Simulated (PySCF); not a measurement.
Molfile (atoms numbered from 1):
```
C3H8BFS
     RDKit          3D

 14 14  0  0  0  0  0  0  0  0999 V2000
    2.6425    0.9529    0.3209 F   0  0  0  0  0  0  0  0  0  0  0  0
    1.8999   -0.1650    0.5165 C   0  0  0  0  0  0  0  0  0  0  0  0
    0.9382   -0.5778   -0.9606 S   0  0  0  0  0  0  0  0  0  0  0  0
   -0.7914   -1.3807    0.0328 B   0  0  0  0  0  0  0  0  0  0  0  0
   -1.2447    0.1677    0.2109 C   0  0  0  0  0  0  0  0  0  0  0  0
   -0.3421    0.7447   -0.8716 C   0  0  0  0  0  0  0  0  0  0  0  0
    1.2150   -0.0151    1.3648 H   0  0  0  0  0  0  0  0  0  0  0  0
    2.5518   -1.0324    0.7073 H   0  0  0  0  0  0  0  0  0  0  0  0
   -0.3898   -2.0465    0.9694 H   0  0  0  0  0  0  0  0  0  0  0  0
   -1.3138   -1.9966   -0.8768 H   0  0  0  0  0  0  0  0  0  0  0  0
   -2.3107    0.3732    0.0293 H   0  0  0  0  0  0  0  0  0  0  0  0
   -0.9979    0.5912    1.1972 H   0  0  0  0  0  0  0  0  0  0  0  0
    0.1343    1.7252   -0.7155 H   0  0  0  0  0  0  0  0  0  0  0  0
   -0.8060    0.7365   -1.8688 H   0  0  0  0  0  0  0  0  0  0  0  0
  1  2  1  0
  3  2  1  1
  3  4  1  0
  4  5  1  0
  5  6  1  0
  6  3  1  0
  2  7  1  0
  2  8  1  0
  4  9  1  0
  4 10  1  0
  5 11  1  0
  5 12  1  0
  6 13  1  0
  6 14  1  0
M  CHG  2   3   1   4  -1
M  END
```

Geometry: PBE0-D3(BJ)/def2-SVP; GIAO shifts from PySCF, gas phase, non-relativistic, averaged over equivalent atoms.

At PBE0/pcSseg-1 (149 basis functions, 14 s wall time on 1 thread of an Arm Neoverse V1, shared host):
```json
{"atoms": "F1", "δ (ppm)": "-220.4"}
{"atoms": "C2", "δ (ppm)": "88.6"}
{"atoms": "C6", "δ (ppm)": "35.5"}
{"atoms": "C5", "δ (ppm)": "9.1"}
{"atoms": "S3", "δ (ppm)": "35.2"}
{"atoms": "B4", "δ (ppm)": "2.0"}
{"atoms": "H7", "δ (ppm)": "5.84"}
{"atoms": "H8", "δ (ppm)": "5.25"}
{"atoms": "H10", "δ (ppm)": "4.24"}
{"atoms": "H9", "δ (ppm)": "3.52"}
{"atoms": "H14", "δ (ppm)": "3.35"}
{"atoms": "H13", "δ (ppm)": "3.12"}
{"atoms": "H12", "δ (ppm)": "2.00"}
{"atoms": "H11", "δ (ppm)": "1.22"}
```

Scale: CFCl3 for ¹⁹F (177.25 ppm); TMS for ¹³C (184.41 ppm), ¹H (31.27 ppm); CS2 for ³³S (495.66 ppm); ¹¹B (100.73 ppm) vs BF3·OEt2 (reference shieldings calculated alike).

Estimate the result of repeating the calculation with CAM-B3LYP/pcSseg-1.

Results:


| atoms | δ at CAM-B3LYP/pcSseg-1 | change |
| --- | --- | --- |
| F1 | -213.8 | +6.6 |
| C2 | 89.8 | +1.2 |
| C6 | 34.9 | -0.6 |
| C5 | 9.2 | +0.1 |
| S3 | 43.6 | +8.4 |
| B4 | 4.4 | +2.4 |
| H7 | 5.79 | -0.05 |
| H8 | 5.22 | -0.03 |
| H10 | 4.19 | -0.05 |
| H9 | 3.49 | -0.03 |
| H14 | 3.25 | -0.10 |
| H13 | 3.06 | -0.06 |
| H12 | 1.95 | -0.05 |
| H11 | 1.22 | +0.00 |

Chemical shifts δ = σref − σ; ¹⁹F (σ = 189.10 ppm) against CFCl3; ¹³C (σ = 182.45 ppm), ¹H (σ = 31.33 ppm) vs TMS; ³³S (σ = 487.21 ppm) against CS2; BF3·OEt2 for ¹¹B (σ = 99.35 ppm), all at this level.

The largest change is at S3 (sulfur bonded to 2 C, B, in a 4-membered ring). Cost: 149 basis functions, 19 s wall time on 1 thread of an Arm Neoverse V1, shared host. The order of the carbon signals is the same at both levels.

A carbon bonded to boron is broadened by the quadrupolar boron nucleus and is often missing from a measured spectrum. Unscaled 19F shifts against computed CFCl3 carry errors that often reach 10 to 50 ppm.
